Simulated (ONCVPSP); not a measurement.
An all-electron radial function and its pseudo partner (germanium)

Columns: radius, all-electron u(r) and pseudo u(r) of the 3d shell (level -31.22 eV) of germanium in the configuration [Ne] 3s2 3p6 3d10 4s2 4p1.75; BLYP, scalar-relativistic, ONCV scheme, ONCVPSP 4.0.1.

```json
{"r (bohr)": "0.065", "all-electron": "0.0638", "pseudo": "0.0131"}
{"r (bohr)": "0.130", "all-electron": "0.2806", "pseudo": "0.1062"}
{"r (bohr)": "0.195", "all-electron": "0.5525", "pseudo": "0.3263"}
{"r (bohr)": "0.260", "all-electron": "0.7954", "pseudo": "0.6242"}
{"r (bohr)": "0.325", "all-electron": "0.9746", "pseudo": "0.9226"}
{"r (bohr)": "0.390", "all-electron": "1.0869", "pseudo": "1.1644"}
{"r (bohr)": "0.455", "all-electron": "1.1410", "pseudo": "1.2614"}
{"r (bohr)": "0.520", "all-electron": "1.1502", "pseudo": "1.2085"}
{"r (bohr)": "0.585", "all-electron": "1.1277", "pseudo": "1.1336"}
{"r (bohr)": "0.650", "all-electron": "1.0844", "pseudo": "1.0842"}
{"r (bohr)": "0.715", "all-electron": "1.0287", "pseudo": "1.0285"}
{"r (bohr)": "0.780", "all-electron": "0.9663", "pseudo": "0.9661"}
{"r (bohr)": "0.845", "all-electron": "0.9011", "pseudo": "0.9009"}
{"r (bohr)": "0.910", "all-electron": "0.8357", "pseudo": "0.8355"}
{"r (bohr)": "0.975", "all-electron": "0.7719", "pseudo": "0.7718"}
{"r (bohr)": "1.040", "all-electron": "0.7107", "pseudo": "0.7106"}
{"r (bohr)": "1.105", "all-electron": "0.6527", "pseudo": "0.6526"}
{"r (bohr)": "1.170", "all-electron": "0.5983", "pseudo": "0.5982"}
{"r (bohr)": "1.235", "all-electron": "0.5475", "pseudo": "0.5474"}
{"r (bohr)": "1.300", "all-electron": "0.5004", "pseudo": "0.5003"}
{"r (bohr)": "1.365", "all-electron": "0.4569", "pseudo": "0.4568"}
{"r (bohr)": "1.430", "all-electron": "0.4169", "pseudo": "0.4168"}
{"r (bohr)": "1.495", "all-electron": "0.3800", "pseudo": "0.3799"}
{"r (bohr)": "1.560", "all-electron": "0.3463", "pseudo": "0.3462"}
{"r (bohr)": "1.625", "all-electron": "0.3153", "pseudo": "0.3152"}
{"r (bohr)": "1.690", "all-electron": "0.2870", "pseudo": "0.2870"}
```

**Question.** How many radial nodes do the two functions have?

**Answer.** The all-electron 3d function has n − l − 1 = 0; the pseudo-wave has 0.

**Question.** At about which radius was the pseudo-wave matched?

**Answer.** 0.65 bohr, where the columns begin to agree (steps of 0.07 bohr).

**Question.** Where does each function peak?

**Answer.** Outermost all-electron maximum near 0.52 bohr, pseudo maximum near 0.46 bohr (to the table’s step).

**Question.** Is the pseudo-wave norm-conserving?

**Answer.** Yes: the ONCV scheme keeps the norm inside the radius equal to the all-electron one, which fixes the energy derivative of the logarithmic derivative at the level.
